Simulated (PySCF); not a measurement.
Computed properties of HgF4, SMILES [F][Hg]([F])([F])[F]

HgF₄, SMILES [F][Hg]([F])([F])[F]. Geometry: B3LYP-D3(BJ)/def2-SVP. The def2 effective core potentials stand for the cores of Hg; spin–orbit coupling is left out. One conformer was computed; it need not be the lowest. All values are computed for the isolated molecule unless a solvent is named; none is compared with measurement here.

**Structure.** The optimised structure has D4h symmetry. All 9 harmonic modes at B3LYP-D3(BJ)/def2-SVP (PySCF) are real, so it is a minimum. With heavy atoms numbered as in [Hg:1]([F:2])([F:3])([F:4])[F:5], the shortest bond between them is Hg1–F2 at 1.914 Å and the longest Hg1–F5 at 1.914 Å.

**Vibrations.** The strongest infrared lines (harmonic, unscaled, degenerate partners summed) lie at 667 cm⁻¹ (110 km/mol, F 84 %, Hg 16 %), 213 cm⁻¹ (18 km/mol, F 73 %, Hg 27 %), 237 cm⁻¹ (6 km/mol, F 89 %, Hg 11 %). The softest mode is at 162 cm⁻¹ and the zero-point energy is 5.1 kcal/mol.

**Electronic structure.** CAM-B3LYP/def2-TZVP (PySCF) places the frontier levels at -13.56 and -6.10 eV, a gap of 7.46 eV, and gives a dipole moment of 0.00 D and a mean polarisability of 40.8 bohr³. PBE/def2-TZVP (PySCF) at the same geometry gives -9.73 and -7.56 eV, so its gap is 5.29 eV narrower. An orbital gap is neither the optical nor the fundamental gap.

**Excitations.** TDA-M06-2X/def2-SVPD (PySCF) has S1 at 3.07 eV (403 nm, f = 0.000, dark); the most intense of the 10 singlets computed lies at 6.86 eV (f = 0.57). Strengths of degenerate partners are summed. T1 (TDA) is at 2.66 eV, 0.41 eV under S1. TDA-PBE/def2-SVPD (PySCF) puts S1 at 2.30 eV.
